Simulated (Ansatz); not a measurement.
Ansatz (a quantum-chemistry and plane-wave program) job for GaCl3, SMILES [Cl][Ga]([Cl])[Cl], PBE/def2-SVPD. Geometry optimised at PBE0-D3(BJ)/def2-SVP. The isomer is the one that the SMILES or the coordinates give; other isomers of the formula were not compared.

Ansatz 0.2 input:
```yaml
crystal:
  periodic: [false, false, false]
  atoms:
    - {symbol: Ga, position_ang: [0.00000000, 0.00000000, 0.00000000]}
    - {symbol: Cl, position_ang: [-2.12058400, 0.00000000, 0.00000000]}
    - {symbol: Cl, position_ang: [1.06029200, 1.83647962, 0.00000000]}
    - {symbol: Cl, position_ang: [1.06029200, -1.83647962, 0.00000000]}
basis:
  gaussian:
    orbitals: def2-SVPD
hamiltonian:
  xc: {name: PBE}
```

It prints:

```
WARN ansatz: RAYON_NUM_THREADS=1 ignored (pool sized by the plan → 1); use --threads N
Functional definition: PBE
integrals: 0.08 GiB planned
1243 factors; their error is unknown
mean field: 0.38 GiB planned
mean field evaluation 1: about -89906.8200 eV, gradient 3.8e1 eV
mean field evaluation 2: about -89901.4056 eV, gradient 6.8e1 eV
mean field evaluation 4: about -89909.2083 eV, gradient 1.2e0 eV
mean field evaluation 8: about -89909.1765 eV, gradient 5.4e-3 eV
mean field -89909.17647012 eV, -3304.1012926482 hartree, gradient 2.5e-5 eV, S^2 0.000000; 0 other end points of the search recorded, 0 dependent functions left out
reference -89909.17651685 eV, -3304.1012943654 hartree; 41, 41 occupied and 78, 78 virtual orbitals, 1243 factors
Total energy: -89909.17651685 eV, -3304.1012943654 hartree
```

Self-consistency was reached.
